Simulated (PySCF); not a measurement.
difluoro(prop-1-en-2-yl)borane (C3H5BF2), SMILES B(F)(F)C(C)=C. Coordinates come from a B3LYP-D3(BJ)/def2-SVP optimisation. One conformer was computed; it need not be the lowest.

Q: Give the equilibrium geometry at B3LYP-D3(BJ)/def2-SVP (PySCF confirms it by a frequency run) as bond lengths and angles, and its point group. (An estimate is asked for; the answer gives what the named calculation found.)

A: This is not unique; one that fits is point group Cs.
Atoms: C1 C2 C3 B4 F5 F6 H7 H8 H9 H10 H11. Bonded distances (Å): C1–C2 1.346, C1–H7 1.096, C1–H8 1.094, C2–C3 1.508, C2–B4 1.555, C3–H9 1.103, C3–H10 1.103, C3–H11 1.101, B4–F5 1.327, B4–F6 1.326. Angles (°): C2–C1–H7 122.0, C2–C1–H8 121.3, H7–C1–H8 116.7, C1–C2–C3 122.7, C1–C2–B4 118.4, C3–C2–B4 118.9, C2–C3–H9 111.1, C2–C3–H10 111.1, C2–C3–H11 111.9, H9–C3–H10 106.1, H9–C3–H11 108.2, H10–C3–H11 108.2, C2–B4–F5 121.2, C2–B4–F6 122.3, F5–B4–F6 116.5.
